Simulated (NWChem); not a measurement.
System: GeNH₂Cl, singlet; SMILES [NH2][Ge][Cl]

```xyz
5

Ge     0.4563     0.5266     0.0000
Cl    -0.1295    -1.6347     0.0000
N     -1.2605     1.1702     0.0000
H     -2.0966     0.5762     0.0000
H     -1.4792     2.1711     0.0000
```
Atoms are numbered in this order, from 1.

Program: NWChem. Medium grid unless said otherwise, to which SCAN and Minnesota functionals are sensitive. Low-valent species are run as closed-shell singlets; no triplet was tried in these runs. Structure relaxed at the PBE-D3(BJ)/def2-SVP level. Hybrids' shares of exact exchange are those that their runs print; pure functionals count as 0. The functionals differ in more than this share.

| row | share of exact exchange | highest occupied level (eV) |
|---|---|---|
| PBE/def2-SVP | 0.00 | -6.26 |
| RPBE/def2-SVP | 0.00 | -6.22 |
| B3LYP/def2-SVP | 0.20 | withheld |
| MPW1K/def2-SVP | 0.43 | -8.30 |
| MN15/def2-SVP | 0.44 | -7.98 |
| Hartree-Fock/def2-SVP | 1.00 | -9.93 |

Question: Fit a straight line of the last column on the one before it, predict the withheld value, and compare with the run.

Answer: 
1. Means of the 5 shown rows: x = 0.374, y = -7.738. Slope Σ(x − x̄)(y − ȳ)/Σ(x − x̄)² = -2.540/0.6791 = -3.740; intercept -6.339.
2. The shown rows scatter about the line by 0.183 (root mean square); the largest residual is -0.35, at MPW1K/def2-SVP.
3. At x = 0.20 (B3LYP/def2-SVP; inside the shown range) the line gives -7.09.
4. The run gives -7.19, -0.10 from the line, 0.5 times the scatter.
